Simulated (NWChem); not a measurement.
Species: BH₂I; SMILES BI

Results from NWChem. Structure relaxed at the PBE0/def2-SVP level. def2 effective core potentials on I; no spin-orbit coupling. Ions are spin-unrestricted doublets at the neutral geometry; other ion states weren't tried.

For level M06-2X/def2-SVPD:

* **−ε(HOMO) (eV)**: 8.68

Task: How do the values read with level B3LYP/def2-SVPD instead?

Result: 
- −ε(HOMO) (eV) = 7.33
